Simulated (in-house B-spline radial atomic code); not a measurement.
RPA and G0W0 for Ti7+, [Ne] 3s2 3p3, highest spin, as one setting changes: the share of exact exchange in the PBE hybrid start. A dash marks a level of low quasi-particle weight. Computed with a B-spline radial code for spherical atoms: all electrons, scalar-relativistic (spin-free one-electron X2C), finite nucleus, each spin shell either full or empty, empty states to l = 9 with an (l + 1/2)⁻⁴ tail; G0W0 by contour deformation at full frequency.

```csv
share of exact exchange in the PBE hybrid start,mean-field level (eV),G0W0 level (eV),RPA correlation (Eh)
0,-157.64,3p up -169.17,-0.98897
0.1,-158.90,3p up -169.24,-0.97552
0.2,?,?,?
0.3,-161.41,3p up -169.36,-0.95096
0.4,-162.66,3p up -169.41,-0.93967
0.5,-163.92,3p up -169.45,-0.92895
0.6,?,?,?
0.7,-166.42,3p up -169.53,-0.90896
0.8,-167.68,3p up -169.56,-0.8996
0.9,-168.93,3p up -169.59,-0.89062
1,-170.18,3p up -169.62,-0.88198
```

**Question.** What belongs in the row for 0.6?

**Answer.** mean-field level (eV): -165.17; G0W0 level (eV): 3p up -169.49; RPA correlation (Eh): -0.91872.

**Question.** What belongs in the row for 0.2?

**Answer.** mean-field level (eV): -160.16; G0W0 level (eV): 3p up -169.31; RPA correlation (Eh): -0.96288.

**Question.** At what share of exact exchange does G0W0 leave the highest level unchanged?

**Answer.** Near 0.95, where the shift changes sign (-0.663 eV at 0.9, +0.561 eV at 1).
